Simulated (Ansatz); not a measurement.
Two structures of GeH4S, closed shell, reached by relaxing down either side of one saddle point (PBE0-D4/def2-TZVP). Energies are electronic, without zero-point energy. Ansatz 0.2.0; basis: def2-TZVPP and def2-QZVPP; cores frozen in the correlated methods. Filled d shells of the heavier atoms are correlated. The def2 sets are not built for correlating such inner shells, so the correlated values are less sure here. Extrapolation: Hartree–Fock as exp(−7.88 √X), correlation as X^−2.97. First:

```
6
angstrom
Ge -0.8706 0.9520 -0.0191
S 1.1772 1.3492 0.7726
H -0.2266 -1.3741 -1.3393
H -0.2897 -0.9018 -1.9199
H -1.0912 -0.3474 0.8781
H 1.3008 0.3222 1.6275
```

Second:

```
6
angstrom
Ge -1.2623 0.4448 -0.6602
S 0.9942 0.5746 0.4321
H 1.8032 0.4858 -0.6376
H -1.0535 -1.1270 -0.8150
H -1.7686 0.2959 0.8435
H 1.2869 -0.6739 0.8371
```

Which bonds change from the first to the second?

GeH₂S ([SH][GeH]) + H₂ → GeH₄S ([SH2][GeH2]); bonds formed: Ge1–H4, S2–H3; bonds broken: H3–H4.

Give the saddle point's structure and its height above each. (Judge from chemistry; the value comes from the calculation.)

By the calculation: 97.6 kJ/mol above the first and 61.6 kJ/mol above the second (CCSD(T) at an estimated basis limit (MP2 extrapolated from triple and quadruple zeta, plus CCSD(T) − MP2 in triple zeta)).
```xyz
6
angstrom
Ge -1.1541 0.6177 -0.4082
S 1.2482 0.8052 0.2204
H 0.4603 -0.3364 -0.7033
H -0.3964 -0.7109 -1.2130
H -1.3895 -0.3595 0.8227
H 1.2314 -0.0160 1.2812
```

The search had been set up for a 1,1-elimination (forming S2–H3, breaking Ge1–S2, Ge1–H3); from that guess it ended on this step instead.

No T1 diagnostic of these runs exceeds 0.015.

Labels in which every atom is bracketed show which atoms are joined, not bond orders.

For scale, one of the runs: CCSD(T)/def2-TZVPP, 146 basis functions, launched by `ansatz run in.yaml --threads 2 --pin off --events-out ev --progress --plain --max-ram 4352MiB`. Time: 18 s of wall clock on 2 CPU threads of an Arm Neoverse V1; the host was shared. Peak host memory: 0.83 GiB.
